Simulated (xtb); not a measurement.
xtb input:

```bash
xtb mol.xyz --gfn 1 --opt tight --chrg 0 --uhf 0
```
mol.xyz:
```
5

O     -2.35775735    -0.38801892    -0.44689481
B     -1.23494447     0.00069577    -0.24039824
O     -0.01919353     0.47349117    -0.01841906
B      1.23008676     0.11914067     0.23573654
O      2.37998696    -0.16037002     0.46822743
```

Problem. Which total energy does the run end on?

Solution. -17.11234 Eh (GFN1-xTB).
